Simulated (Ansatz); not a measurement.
Abridged output of a molecular run in Ansatz:

```
Functional definition: HF
1746 factors; integrals over basis functions are off by at most 1.1e-3 eV
mean field evaluation 1: about -63861.5069 eV, gradient 4.1e1 eV
mean field evaluation 2: about -63861.7659 eV, gradient 4.1e1 eV
mean field evaluation 4: about -63866.4832 eV, gradient 5.9e0 eV
mean field evaluation 8: about -63866.6083 eV, gradient 3.4e-1 eV
mean field evaluation 16: about -63866.6090 eV, gradient 1.7e-6 eV
mean field -63866.60896930 eV, -2347.0545892793 hartree, gradient 1.7e-6 eV, S^2 0.000000; 0 other end points of the search recorded, 0 dependent functions left out
17 core orbitals not correlated: weight in the atoms' cores, before any rotation towards them, 1.000 or more for the frozen orbitals, at most 0.000 for the correlated occupied ones
reference -63866.60896930 eV, -2347.0545892793 hartree; 19, 19 occupied and 259, 259 virtual orbitals, 1746 factors
second order -24.81782311 eV of doubles, -0.00000000 eV of singles
cycle   1  -24.94161599 eV  change   -1.2e-1 eV  update   1.4e-1
cycle   2  -25.74276658 eV  change   -8.0e-1 eV  update   4.3e-2
cycle   3  -25.92062066 eV  change   -1.8e-1 eV  update   2.7e-2
cycle   4  -25.90393580 eV  change    1.7e-2 eV  update   9.3e-3
cycle   5  -25.90182705 eV  change    2.1e-3 eV  update   6.2e-3
cycle   6  -25.90343683 eV  change   -1.6e-3 eV  update   2.2e-3
cycle   7  -25.90304029 eV  change    4.0e-4 eV  update   9.0e-4
cycle   8  -25.90313566 eV  change   -9.5e-5 eV  update   2.2e-4
cycle   9  -25.90324715 eV  change   -1.1e-4 eV  update   7.4e-5
cycle  10  -25.90322648 eV  change    2.1e-5 eV  update   2.3e-5
perturbative correction -1.14251409 eV, -0.0419866183 hartree
Total energy: -63893.65470986 eV, -2348.0485019127 hartree
```

Its atoms:

Z-matrix (Å, degrees):
```
C
N 1 1.435
H 1 1.100 2 111.6
H 1 1.100 2 111.6 3 119.7
H 1 1.092 2 110.5 3 -120.1
C 2 1.463 1 116.2 3 -59.8
Ga 2 1.849 1 136.0 3 120.2
Si 6 1.915 2 100.5 1 -179.9
H 6 1.100 2 112.0 1 -59.9
H 6 1.100 2 112.0 1 60.1
H 7 1.559 2 125.6 1 -0.1
H 8 1.490 6 113.6 2 118.1
H 8 1.490 6 113.7 2 -118.3
```

Which basis set was used?
A. cc-pV(D+d)Z
B. def2-TZVPP
C. def2-QZVPP
D. def2-SVP

B. It gives 295 functions.

Write the keys of the input that set method, charge and spin (a neutral closed shell needs none for the last two).


```yaml
correlation: {method: ccsd_t}
```
